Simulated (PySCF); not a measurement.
PySCF input for FOS, SMILES O=[S]F, multiplicity 2, PBE/pcH-1. Coordinates come from a B3LYP-D3(BJ)/def2-TZVP optimisation. The isomer is the one that the SMILES or the coordinates give; other isomers of the formula were not compared.

```python
import numpy as np
from pyscf import gto, scf, dft
from pyscf.prop.hfc import uks as hfc
from pyscf.prop.gtensor import uks as gtensor

mol = gto.M(
    atom='''
    O     0.51508746   -1.20655044    0.00000000
    S    -0.45657907   -0.12003193    0.00000000
    F     0.35384060    1.28587938    0.00000000
    ''',
    basis='pcH-1',
    charge=0,
    spin=1,
    max_memory=1600,
    verbose=3,
)
mf = dft.UKS(mol, xc='pbe')
mf.grids.level = 3
mf.conv_tol = 1e-10
mf.max_cycle = 100
mf.kernel()
fine, coarse = mf.grids, dft.Grids(mol).set(level=1).build(with_non0tab=True)
for _ in range(3):  # follow internal instabilities
    mf.grids = coarse
    mo, _, stable, _ = mf.stability(return_status=True, nroots=4)
    mf.grids = fine
    if stable:
        break
    mf.kernel(mf.make_rdm1(mo, mf.mo_occ))
A = hfc.HFC(mf).make_fcdip(mf.make_rdm1())  # Fermi contact and dipolar terms, MHz
print('atom   A(iso)/MHz   principal dipolar parts/MHz')
for i, a in enumerate(A):
    w = np.linalg.eigvalsh((a + a.T) / 2)
    print(f'{mol.atom_symbol(i):2s}{i + 1:3d} {w.mean():12.2f}', (w - w.mean()).round(2))
gt = gtensor.GTensor(mf)
gt.dia_soc2e, gt.para_soc2e, gt.so_eff_charge = None, None, True
gt.max_cycle_cphf = 60
g = gt.kernel()
```

Output:

```

WARN: HOMO -0.199620696571117 >= LUMO -0.199620696571102

converged SCF energy = -572.871067375698  <S^2> = 0.75168615  2S+1 = 2.0016854
<class 'pyscf.dft.uks.UKS'> wavefunction is stable in the internal stability analysis
atom   A(iso)/MHz   principal dipolar parts/MHz
O   1       -14.41 [-133.33   66.07   67.26]
S   2         2.34 [-61.49 -57.38 118.88]
F   3        30.08 [-159.7  -154.04  313.74]
SOC(1e)/OZ [-4.30942359e-03  1.02119154e-02 -6.19334348e-05]
free electron g 2.00231930436182
g-tensor total [1.99735273 2.01288437 2.0020056 ]
g-shift (ppt) [-4.9665745  10.56506992 -0.31370472]
```

The run converged.

Cost: around 18 core-seconds (rough).
